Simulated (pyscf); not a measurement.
Structures and frequencies: ωB97X-D3(BJ)/def2-SVP in PySCF.

**Question.** Estimate the classical barrier height and the reaction energy of [N=SiH₂]• → [HN=SiH]• at ωB97M-D3(BJ)/def2-TZVP. The step runs on the doublet surface, breaks H–Si and forms H–N; take the reactant's lowest minimum found as zero.

**Answer.** ΔE‡ = 139.0 kJ/mol, ΔE = -120.4 kJ/mol. Zero-point energy shifts the barrier by -8.1 kJ/mol. It is a hydrogen shift, with an imaginary mode of 1535i cm⁻¹. This is the saddle that the search found; another between the same sides may lie lower.
